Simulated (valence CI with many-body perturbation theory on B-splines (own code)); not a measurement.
E1 line list for Ar12+

Calculated by relativistic CI+MBPT: four valence electrons over a frozen Dirac-Fock core [He], radial functions for each j: 11 s, 11 p, 9 d, 7 f, 5 g, 2 h, 1 i, with the one-electron correlation potential Σ1, the two-electron term Σ2, the three-electron term Σ3, Breit, model QED; selected CI, second order for the rest, scaled by the run's own slope (own B-spline code, finite nucleus).

No measured spectrum was set against this ion. As an estimate, levels of excited configurations hold to 0.05 to 0.15 % of their energy, terms of the ground configuration to about 0.5 %. Among the levels kept, up to 280 cm⁻¹ of a level comes from second order outside the variational space, and about a tenth of that is noise between levels of different J, which matters for small intervals.

Lines 201 to 240 of 240 in falling wavelength, among levels below 453.45 eV, chosen from the strongest by gf and those to the six lowest levels. Wavelengths and rates use the calculated energies, so an error of 300 cm⁻¹ moves a line at 2.920 nm by 0.0088 % and its rate by three times that or more. Electric multipoles are in the length gauge, E1 and E2 with the static RPA response of the core. Weak lines are less certain than strong ones. Lines between different terms over intervals too small for the method are left out, as are lines whose strength nearly cancels. The highest levels of a list are the least certain.

```tsv
λ vac (nm)	Upper	Lower	A (s⁻¹)	log gf	Branch %
2.920	2s²2p3d ³P°_0	2s²2p² ³P_1	2.34e+12	-0.52	99.9
2.917	2s2p²3d ⁵P_2	2s2p³ ⁵S°_2	4.27e+12	0.43	98.6
2.916	2s2p²3d ⁵P_1	2s2p³ ⁵S°_2	4.26e+12	0.21	97.9
2.914	2s2p²3p ⁵P°_3	2s²2p² ¹D_2	4.56e+08	-3.39	1.7
2.912	2s²2p3d ³P°_1	2s²2p² ³P_0	5.57e+10	-1.67	2.1
2.902	2s²2p3d ¹F°_3	2s²2p² ³P_2	1.19e+10	-1.98	0.2
2.902	2s²2p3d ¹P°_1	2s²2p² ³P_2	1.35e+09	-3.29	0.0
2.895	2s2p²3p ³D°_2	2s²2p² ¹D_2	8.70e+08	-3.26	0.1
2.892	2s²2p3d ¹P°_1	2s²2p² ³P_1	2.11e+10	-2.10	0.7
2.889	2s2p²3p ³S°_1	2s²2p² ³P_2	3.65e+11	-0.86	43.9
2.887	2s2p²3p ³D°_3	2s²2p² ¹D_2	1.18e+10	-1.99	1.3
2.885	2s2p²3p ⁵D°_1	2s²2p² ³P_2	7.29e+10	-1.56	53.8
2.884	2s²2p3d ¹P°_1	2s²2p² ³P_0	1.53e+10	-2.24	0.5
2.881	2s2p²3p ⁵D°_2	2s²2p² ³P_2	4.51e+08	-3.55	29.3
2.879	2s2p²3p ³S°_1	2s²2p² ³P_1	3.12e+11	-0.93	37.6
2.877	2s2p²3p ⁵D°_0	2s²2p² ³P_1	2.22e+09	-3.56	68.7
2.876	2s2p²3p ³P°_1	2s²2p² ¹D_2	5.62e+09	-2.68	0.6
2.875	2s2p²3p ⁵D°_1	2s²2p² ³P_1	4.44e+10	-1.78	32.8
2.874	2s2p²3p ³P°_2	2s²2p² ¹D_2	5.62e+09	-2.46	0.6
2.871	2s2p²3p ³S°_1	2s²2p² ³P_0	1.39e+11	-1.29	16.7
2.869	2s2p²3p ⁵P°_1	2s²2p² ³P_2	2.17e+10	-2.09	31.6
2.866	2s2p²3p ⁵D°_1	2s²2p² ³P_0	1.49e+10	-2.26	11.0
2.862	2s2p²3p ⁵P°_3	2s²2p² ³P_2	2.59e+10	-1.65	94.2
2.859	2s2p²3p ⁵P°_1	2s²2p² ³P_1	2.08e+10	-2.12	30.2
2.857	2s2p²3p ⁵P°_2	2s²2p² ³P_1	1.16e+10	-2.15	90.8
2.851	2s2p²3p ⁵P°_1	2s²2p² ³P_0	2.42e+10	-2.05	35.1
2.848	2s2p²3p ³D°_1	2s²2p² ³P_2	2.33e+09	-3.07	0.2
2.843	2s2p²3p ³D°_2	2s²2p² ³P_2	1.12e+11	-1.17	12.0
2.839	2s2p²3p ³D°_1	2s²2p² ³P_1	3.30e+11	-0.92	35.0
2.836	2s2p²3p ³D°_3	2s²2p² ³P_2	9.14e+11	-0.11	98.5
2.834	2s2p²3p ³D°_2	2s²2p² ³P_1	8.22e+11	-0.31	87.6
2.833	2s2p²3p ⁵S°_2	2s²2p² ³P_2	9.84e+09	-2.23	68.2
2.831	2s2p²3p ³D°_1	2s²2p² ³P_0	6.03e+11	-0.66	64.0
2.825	2s2p²3p ³P°_1	2s²2p² ³P_2	5.20e+11	-0.73	54.3
2.823	2s2p²3p ⁵S°_2	2s²2p² ³P_1	1.76e+09	-2.98	12.2
2.822	2s2p²3p ³P°_2	2s²2p² ³P_2	7.92e+11	-0.33	83.2
2.818	2s2p²3p ³P°_0	2s²2p² ³P_1	9.31e+11	-0.96	97.9
2.815	2s2p²3p ³P°_1	2s²2p² ³P_1	2.27e+11	-1.09	23.6
2.813	2s2p²3p ³P°_2	2s²2p² ³P_1	1.36e+11	-1.09	14.2
2.808	2s2p²3p ³P°_1	2s²2p² ³P_0	1.86e+11	-1.18	19.4
```

(1) How does gf follow from A for the line at 2.916 nm?

## Answers

(1) gf = 1.4992 × (2J+1)_upper × A / σ², with σ = 3429891 cm⁻¹ and 2J+1 = 3: gf = 1.63.
